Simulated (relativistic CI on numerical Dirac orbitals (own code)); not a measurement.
Transition arrays of Tb XXVII

These numbers are calculated, not measured: Dirac-Coulomb-Breit CI, KLI orbitals optimised for each configuration, QED by a radiative potential, valence Slater integrals scaled by 0.9, whole transition arrays (own radial code, finite nucleus).

Configuration list (outside the closed core [Ar] 3d10 4s2): 4p6.4d3, 4p6.4d2.4f, 4p5.4d4, 4p6.4d2.5p, 4p6.4d2.5f. Levels of other configurations are missing.

All E1 lines from the levels of 4p6.4d3; mean and standard deviation are weighted by gf, and upper levels are sorted by their leading configuration.

```tsv
Upper configuration	Lines	Σgf	Mean (eV)	Mean (nm)	σ (eV)	Strongest line (nm)
4p6.4d2.4f	594	160.8	174.38	7.110	11.23	6.794
4p5.4d4	1845	462.0	183.76	6.747	13.07	6.542
4p6.4d2.5p	466	36.1	324.93	3.816	5.36	3.784
4p6.4d2.5f	721	91.5	453.28	2.735	4.69	2.746
```

Σgf per state of the lower configuration in bins of 0.2 nm over the central range (centre: value): 2.7: 0.75, 3.7: 0.14, 3.9: 0.15, 6.3: 0.35, 6.5: 1.60, 6.7: 1.10, 6.9: 1.24, 7.1: 0.16, 7.3: 0.06, 7.5: 0.06, 7.7: 0.09, 7.9: 0.13, 8.1: 0.09, 8.3: 0.04, 8.5: 0.05.

(1) How do configuration mixing and the scaling of the Slater integrals move the arrays?

Answers

(1) Slater scale 0.9, no configuration mixing: 4p6.4d2.4f 166.5 ± 6.8 eV (Σgf 207.6), 4p5.4d4 170.8 ± 18.8 eV (Σgf 370.0), 4p6.4d2.5p 325.1 ± 5.3 eV (Σgf 40.1), 4p6.4d2.5f 453.3 ± 4.7 eV (Σgf 91.7); Slater scale 1: 4p6.4d2.4f 178.1 ± 11.0 eV (Σgf 159.6), 4p5.4d4 186.6 ± 13.3 eV (Σgf 474.1), 4p6.4d2.5p 325.0 ± 5.5 eV (Σgf 35.6), 4p6.4d2.5f 453.3 ± 4.9 eV (Σgf 91.6); Slater scale 0.8: 4p6.4d2.4f 171.4 ± 10.5 eV (Σgf 174.0), 4p5.4d4 180.9 ± 13.3 eV (Σgf 437.8), 4p6.4d2.5p 324.9 ± 5.2 eV (Σgf 36.6), 4p6.4d2.5f 453.2 ± 4.5 eV (Σgf 91.5). With mixing, levels are counted to their leading configuration, so an array can shrink or vanish into another, and the sums then hold other lines.
